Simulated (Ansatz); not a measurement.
Molecule: sum formula TaOBr (charge 0, triplet). The spin state was set by rule; other spins were not relaxed. 
Coordinates optimised at B3LYP-D3(BJ)/def2-TZVP (Ansatz, a program for electronic structure):
```
Ta
O 1 1.7122
Br 1 2.4839 2 116.76
```
Charge 0, spin multiplicity 3.

Quantity: atomisation energy (electronic, to ground-state atoms), in kcal/mol. Cores are frozen in the correlated levels unless marked. UHF or UKS for open shells. Spin-orbit coupling is left out. The frozen core is the preceding noble-gas configuration, with the filled d and f shells of earlier blocks. Past Kr the def2 sets carry scalar-relativistic core potentials. The coupled-cluster limit lacks core correlation, which all-electron functionals hold. CBS marks a two-point X^-3 extrapolation of the correlation energy; Hartree-Fock from the larger set. [CCSD(T)-MP2]/basis is that difference in the basis named.

```json
[
 {"level": "HF/def2-SVPD", "program": "Ansatz", "atomisation energy (kcal/mol)": "164.9", "minus last row": "-110.7"},
 {"level": "SVWN5/def2-TZVPD", "program": "Ansatz", "atomisation energy (kcal/mol)": "330.6", "minus last row": "55.0"},
 {"level": "BHLYP-D3(BJ)/def2-TZVPD", "program": "Ansatz + dftd3", "atomisation energy (kcal/mol)": "247.3", "minus last row": "-28.3"},
 {"level": "CAM-B3LYP/def2-TZVPD", "program": "Ansatz", "atomisation energy (kcal/mol)": "267.8", "minus last row": "-7.8"},
 {"level": "B2PLYP-D3(BJ)/def2-TZVPD", "program": "Ansatz + dftd3", "atomisation energy (kcal/mol)": "276.7", "minus last row": "1.1"},
 {"level": "RI-MP2/CBS(def2-TZVPP,def2-QZVPP)", "program": "Ansatz", "atomisation energy (kcal/mol)": "298.2", "minus last row": "22.6"},
 {"level": "RI-MP2/CBS(def2-TZVPPD,def2-QZVPPD)+[CCSD(T)-MP2]/def2-TZVPPD", "program": "Ansatz", "atomisation energy (kcal/mol)": "275.6", "minus last row": "0.0"}
]
```
